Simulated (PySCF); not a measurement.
# Computed records: AlBH3

Computed with PySCF 2.14.0. Calculation on a computer-drawn molecule: vertical ionisation energy to the stated ion spin, frozen-core CCSD(T) at the basis limit and cheaper methods, single-reference cases, UHF for radicals, no spin-orbit; all values are single points at the evaluated structure, the first of each entry, which is the reference or a displaced copy of it and isn't optimised; the reference structure only sets the zero of the energies above reference; triples share is (T) over the correlation energy.

Common to all runs: charge 0; multiplicity 2; ion multiplicity 1; diffuse functions no; basis cc-pV(n+d)Z; reference is the Hartree-Fock double-zeta minimum; best is HF at quadruple zeta + MP2 correlation extrapolated from triple and quadruple zeta + CCSD(T) minus MP2 at triple zeta; basis step is the size of the change from the same recipe one zeta lower.

```json
{"entry": 1, "formula": "AlBH3", "evaluated_structure": {"atoms_angstrom": [["B", -0.8974, -1.2185, 2.6396], ["Al", -0.4912, -0.3117, 0.7937], ["H", -0.3218, -0.6626, 4.1048], ["H", -1.6131, -2.1636, 2.8491], ["H", 0.6975, -0.6607, -0.2684]]}, "reference_structure": {"atoms_angstrom": [["B", -0.833, -1.2906, 2.681], ["Al", -0.4471, -0.3787, 0.7969], ["H", -0.4109, -0.8188, 3.7046], ["H", -1.5915, -2.2192, 2.7845], ["H", 0.7411, -0.722, -0.2052]]}, "given": {"drawn_bonds_atom": [1, 1, 1, 2], "drawn_bonds_other_atom": [2, 3, 4, 5], "drawn_bonds_order": [1, 1, 1, 1]}, "results": {"ionisation_energy_best [eV]": 7.593, "ionisation_energy_basis_step [eV]": 0.02709, "energy_above_reference_best [kcal/mol]": 29.34, "energy_above_reference_basis_step [kcal/mol]": 0.1668, "triple_zeta_method": ["HF", "PBE", "r2SCAN", "B3LYP", "wB97X", "MP2", "CCSD", "CCSD(T)"], "triple_zeta_ionisation_energy [eV]": [7.264, 7.748, 7.861, 7.716, 7.562, 7.45, 7.532, 7.566], "triple_zeta_energy_above_reference [kcal/mol]": [32.39, 27.14, 28.96, 29.59, 30.44, 31.39, 29.64, 29.13], "total_energy_HF_triple_zeta [hartree]": -268.2334, "total_energy_CCSD(T)_triple_zeta [hartree]": -268.4383, "total_energy_best [hartree]": -268.4596, "T1_diagnostic_at_triple_zeta": 0.03457, "D1_diagnostic_at_triple_zeta": 0.1213, "spin_squared_at_triple_zeta": 0.8017, "ion_T1_diagnostic_at_triple_zeta": 0.01519, "ion_D1_diagnostic_at_triple_zeta": 0.03169, "triples_share_at_triple_zeta": 0.03384, "basis_functions_triple_zeta": 111, "dipole_magnitude_HF_at_triple_zeta [debye]": 1.229, "dipole_magnitude_CCSD_unrelaxed_at_triple_zeta [debye]": 1.421, "dipole_magnitude_PBE_at_triple_zeta [debye]": 1.839, "dipole_magnitude_r2SCAN_at_triple_zeta [debye]": 1.8, "dipole_magnitude_B3LYP_at_triple_zeta [debye]": 1.714, "dipole_magnitude_wB97X_at_triple_zeta [debye]": 1.423}}
{"entry": 2, "formula": "AlBH3", "evaluated_structure": {"atoms_angstrom": [["B", -0.8974, -1.2185, 2.6396], ["Al", -0.4912, -0.3117, 0.7937], ["H", -0.307, -0.6483, 4.1426], ["H", -1.6131, -2.1636, 2.8491], ["H", 0.6975, -0.6607, -0.2684]]}, "reference_structure": {"atoms_angstrom": [["B", -0.833, -1.2906, 2.681], ["Al", -0.4471, -0.3787, 0.7969], ["H", -0.4109, -0.8188, 3.7046], ["H", -1.5915, -2.2192, 2.7845], ["H", 0.7411, -0.722, -0.2052]]}, "given": {"drawn_bonds_atom": [1, 1, 1, 2], "drawn_bonds_other_atom": [2, 3, 4, 5], "drawn_bonds_order": [1, 1, 1, 1]}, "results": {"ionisation_energy_best [eV]": 7.604, "ionisation_energy_basis_step [eV]": 0.02752, "energy_above_reference_best [kcal/mol]": 32.86, "energy_above_reference_basis_step [kcal/mol]": 0.1638, "triple_zeta_method": ["HF", "PBE", "r2SCAN", "B3LYP", "wB97X", "MP2", "CCSD", "CCSD(T)"], "triple_zeta_ionisation_energy [eV]": [7.282, 7.758, 7.872, 7.728, 7.577, 7.461, 7.543, 7.577], "triple_zeta_energy_above_reference [kcal/mol]": [36.36, 30.55, 32.53, 33.16, 34.24, 35.24, 33.22, 32.65], "total_energy_HF_triple_zeta [hartree]": -268.2271, "total_energy_CCSD(T)_triple_zeta [hartree]": -268.4327, "total_energy_best [hartree]": -268.4540, "T1_diagnostic_at_triple_zeta": 0.03492, "D1_diagnostic_at_triple_zeta": 0.1213, "spin_squared_at_triple_zeta": 0.8018, "ion_T1_diagnostic_at_triple_zeta": 0.01576, "ion_D1_diagnostic_at_triple_zeta": 0.03369, "triples_share_at_triple_zeta": 0.03428, "basis_functions_triple_zeta": 111, "dipole_magnitude_HF_at_triple_zeta [debye]": 1.35, "dipole_magnitude_CCSD_unrelaxed_at_triple_zeta [debye]": 1.494, "dipole_magnitude_PBE_at_triple_zeta [debye]": 1.908, "dipole_magnitude_r2SCAN_at_triple_zeta [debye]": 1.88, "dipole_magnitude_B3LYP_at_triple_zeta [debye]": 1.798, "dipole_magnitude_wB97X_at_triple_zeta [debye]": 1.52}}
{"entry": 3, "formula": "AlBH3", "evaluated_structure": {"atoms_angstrom": [["B", -0.8326, -1.2947, 2.6803], ["Al", -0.4493, -0.3766, 0.7956], ["H", -0.4143, -0.8191, 3.7031], ["H", -1.5927, -2.2156, 2.7843], ["H", 0.9141, -0.7738, -0.3525]]}, "reference_structure": {"atoms_angstrom": [["B", -0.833, -1.2906, 2.681], ["Al", -0.4471, -0.3787, 0.7969], ["H", -0.4109, -0.8188, 3.7046], ["H", -1.5915, -2.2192, 2.7845], ["H", 0.7411, -0.722, -0.2052]]}, "given": {"drawn_bonds_atom": [1, 1, 1, 2], "drawn_bonds_other_atom": [2, 3, 4, 5], "drawn_bonds_order": [1, 1, 1, 1]}, "results": {"ionisation_energy_best [eV]": 7.525, "ionisation_energy_basis_step [eV]": 0.02869, "energy_above_reference_best [kcal/mol]": 5.864, "energy_above_reference_basis_step [kcal/mol]": 0.05212, "triple_zeta_method": ["HF", "PBE", "r2SCAN", "B3LYP", "wB97X", "MP2", "CCSD", "CCSD(T)"], "triple_zeta_ionisation_energy [eV]": [7.191, 7.695, 7.804, 7.655, 7.511, 7.39, 7.464, 7.499], "triple_zeta_energy_above_reference [kcal/mol]": [6.379, 4.699, 5.57, 5.658, 5.998, 6.49, 5.843, 5.706], "total_energy_HF_triple_zeta [hartree]": -268.2748, "total_energy_CCSD(T)_triple_zeta [hartree]": -268.4756, "total_energy_best [hartree]": -268.4970, "T1_diagnostic_at_triple_zeta": 0.03446, "D1_diagnostic_at_triple_zeta": 0.125, "spin_squared_at_triple_zeta": 0.8132, "ion_T1_diagnostic_at_triple_zeta": 0.01412, "ion_D1_diagnostic_at_triple_zeta": 0.03235, "triples_share_at_triple_zeta": 0.03162, "basis_functions_triple_zeta": 111, "dipole_magnitude_HF_at_triple_zeta [debye]": 0.6357, "dipole_magnitude_CCSD_unrelaxed_at_triple_zeta [debye]": 0.6165, "dipole_magnitude_PBE_at_triple_zeta [debye]": 1.012, "dipole_magnitude_r2SCAN_at_triple_zeta [debye]": 0.9113, "dipole_magnitude_B3LYP_at_triple_zeta [debye]": 0.8409, "dipole_magnitude_wB97X_at_triple_zeta [debye]": 0.5766}}
{"entry": 4, "formula": "AlBH3", "evaluated_structure": {"atoms_angstrom": [["B", -0.8335, -1.2861, 2.6896], ["Al", -0.4676, -0.375, 0.8284], ["H", -0.4051, -0.8183, 3.7171], ["H", -1.5913, -2.2385, 2.8078], ["H", 0.7557, -0.7003, -0.2222]]}, "reference_structure": {"atoms_angstrom": [["B", -0.833, -1.2906, 2.681], ["Al", -0.4471, -0.3787, 0.7969], ["H", -0.4109, -0.8188, 3.7046], ["H", -1.5915, -2.2192, 2.7845], ["H", 0.7411, -0.722, -0.2052]]}, "given": {"drawn_bonds_atom": [1, 1, 1, 2], "drawn_bonds_other_atom": [2, 3, 4, 5], "drawn_bonds_order": [1, 1, 1, 1]}, "results": {"ionisation_energy_best [eV]": 7.467, "ionisation_energy_basis_step [eV]": 0.02777, "energy_above_reference_best [kcal/mol]": 0.349, "energy_above_reference_basis_step [kcal/mol]": 0.06558, "triple_zeta_method": ["HF", "PBE", "r2SCAN", "B3LYP", "wB97X", "MP2", "CCSD", "CCSD(T)"], "triple_zeta_ionisation_energy [eV]": [7.088, 7.648, 7.745, 7.594, 7.426, 7.316, 7.402, 7.44], "triple_zeta_energy_above_reference [kcal/mol]": [0.7536, -0.1101, 0.1597, 0.3177, 0.3518, 0.5971, 0.4067, 0.3457], "total_energy_HF_triple_zeta [hartree]": -268.2838, "total_energy_CCSD(T)_triple_zeta [hartree]": -268.4841, "total_energy_best [hartree]": -268.5058, "T1_diagnostic_at_triple_zeta": 0.03426, "D1_diagnostic_at_triple_zeta": 0.1258, "spin_squared_at_triple_zeta": 0.8101, "ion_T1_diagnostic_at_triple_zeta": 0.01209, "ion_D1_diagnostic_at_triple_zeta": 0.02524, "triples_share_at_triple_zeta": 0.03108, "basis_functions_triple_zeta": 111, "dipole_magnitude_HF_at_triple_zeta [debye]": 0.2497, "dipole_magnitude_CCSD_unrelaxed_at_triple_zeta [debye]": 0.7376, "dipole_magnitude_PBE_at_triple_zeta [debye]": 1.231, "dipole_magnitude_r2SCAN_at_triple_zeta [debye]": 1.112, "dipole_magnitude_B3LYP_at_triple_zeta [debye]": 1.01, "dipole_magnitude_wB97X_at_triple_zeta [debye]": 0.6233}}
{"entry": 5, "formula": "AlBH3", "evaluated_structure": {"atoms_angstrom": [["B", -0.826, -1.2566, 2.6516], ["Al", -0.4097, -0.3767, 0.7961], ["H", -0.4168, -0.8484, 3.6986], ["H", -1.5549, -2.2137, 2.7915], ["H", 0.729, -0.7171, -0.2353]]}, "reference_structure": {"atoms_angstrom": [["B", -0.833, -1.2906, 2.681], ["Al", -0.4471, -0.3787, 0.7969], ["H", -0.4109, -0.8188, 3.7046], ["H", -1.5915, -2.2192, 2.7845], ["H", 0.7411, -0.722, -0.2052]]}, "given": {"drawn_bonds_atom": [1, 1, 1, 2], "drawn_bonds_other_atom": [2, 3, 4, 5], "drawn_bonds_order": [1, 1, 1, 1]}, "results": {"ionisation_energy_best [eV]": 7.408, "ionisation_energy_basis_step [eV]": 0.02747, "energy_above_reference_best [kcal/mol]": 0.2028, "energy_above_reference_basis_step [kcal/mol]": 0.02948, "triple_zeta_method": ["HF", "PBE", "r2SCAN", "B3LYP", "wB97X", "MP2", "CCSD", "CCSD(T)"], "triple_zeta_ionisation_energy [eV]": [7.008, 7.598, 7.688, 7.537, 7.358, 7.253, 7.342, 7.382], "triple_zeta_energy_above_reference [kcal/mol]": [0.5773, 0.1104, 0.02397, 0.1379, 0.1442, 0.2246, 0.2626, 0.2548], "total_energy_HF_triple_zeta [hartree]": -268.2841, "total_energy_CCSD(T)_triple_zeta [hartree]": -268.4843, "total_energy_best [hartree]": -268.5061, "T1_diagnostic_at_triple_zeta": 0.03404, "D1_diagnostic_at_triple_zeta": 0.1261, "spin_squared_at_triple_zeta": 0.8053, "ion_T1_diagnostic_at_triple_zeta": 0.01144, "ion_D1_diagnostic_at_triple_zeta": 0.02295, "triples_share_at_triple_zeta": 0.03068, "basis_functions_triple_zeta": 111, "dipole_magnitude_HF_at_triple_zeta [debye]": 0.2963, "dipole_magnitude_CCSD_unrelaxed_at_triple_zeta [debye]": 0.8386, "dipole_magnitude_PBE_at_triple_zeta [debye]": 1.339, "dipole_magnitude_r2SCAN_at_triple_zeta [debye]": 1.215, "dipole_magnitude_B3LYP_at_triple_zeta [debye]": 1.117, "dipole_magnitude_wB97X_at_triple_zeta [debye]": 0.7429}}
```
